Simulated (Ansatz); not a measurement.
Geometry optimisation, Ansatz 0.2.0, RKS PBE0/6-31G*.

The input (input.yaml):

```yaml
crystal:
  periodic: [false, false, false]
  atoms:
    - { symbol: B, position_ang: [0.156874, -0.416813, -0.421042] }
    - { symbol: F, position_ang: [-0.496089, -0.106444, 1.995485] }
    - { symbol: H, position_ang: [1.059075, 0.358219, -0.300779] }
    - { symbol: H, position_ang: [-0.889229, -0.149703, -0.944992] }
    - { symbol: O, position_ang: [0.414442, -1.710665, -0.020906] }
    - { symbol: C, position_ang: [-0.59279, -2.703926, -0.124871] }
    - { symbol: H, position_ang: [-0.115431, -3.650415, -0.393586] }
    - { symbol: H, position_ang: [-1.101813, -2.821009, 0.837955] }
    - { symbol: H, position_ang: [-1.334287, -2.441096, -0.885893] }
    - { symbol: H, position_ang: [0.189048, -0.732348, 1.943629] }
basis:
  gaussian: { orbitals: "6-31G*" }
hamiltonian:
  xc: pbe0
relax:
  f_tol: 0.03
  max_steps: 50
```

Launched with:

```bash
$ ansatz run input.yaml --threads 1 --pin off --max-ram 2048MiB --backend cpu --events-out ev --progress --plain --runs-dir out
```

Task: Where does it end, and by what steps?

Result: It converged. The force dipped under the threshold on the way, but the program's further checks kept it going. After 25 steps the energy has fallen by 0.144 eV; F2 moved furthest, 1.55 Å.

| step | energy less start (eV) | largest force component (eV/Å) | accepted |
| --- | --- | --- | --- |
| 0 | 0.0000 | 0.895 | yes |
| 1 | -0.0213 | 0.568 | yes |
| 2 | -0.0145 | 1.115 | no |
| 3 | -0.0328 | 0.340 | yes |
| 4 | -0.0418 | 0.577 | yes |
| 5 | -0.0587 | 0.179 | yes |
| 6 | -0.0669 | 0.575 | yes |
| 7 | -0.0674 | 0.529 | yes |
| 8 | -0.0894 | 0.248 | yes |
| 9 | -0.1010 | 0.279 | yes |
| 10 | -0.1096 | 0.239 | yes |
| 11 | -0.1102 | 0.896 | yes |
| 12 | -0.1238 | 0.285 | yes |
| 13 | -0.1204 | 0.206 | no |
| 14 | -0.1311 | 0.126 | yes |
| 15 | -0.1369 | 0.051 | yes |
| 16 | -0.1362 | 0.574 | no |
| 17 | -0.1402 | 0.061 | yes |
| 18 | -0.1424 | 0.052 | yes |
| 19 | -0.1424 | 0.241 | no |
| 20 | -0.1434 | 0.022 | yes |
| 21 | -0.1433 | 0.132 | no |
| 22 | -0.1435 | 0.062 | yes |
| 23 | -0.1438 | 0.048 | yes |
| 24 | -0.1439 | 0.038 | yes |
| 25 | -0.1440 | 0.014 | yes |

```xyz
10
Properties=species:S:1:pos:R:3
B 0.161 -0.317 -0.844
F -0.080 -1.367 2.788
H 0.793 0.671 -0.610
H -0.330 -0.559 -1.914
O 0.007 -1.185 0.177
C -0.723 -2.405 0.053
H -0.020 -3.239 0.122
H -1.421 -2.457 0.891
H -1.255 -2.441 -0.901
H 0.156 -1.075 1.924
```

The run took 61 s on 1 thread of Arm Neoverse V2, on a shared host, peak memory 0.16 GiB.
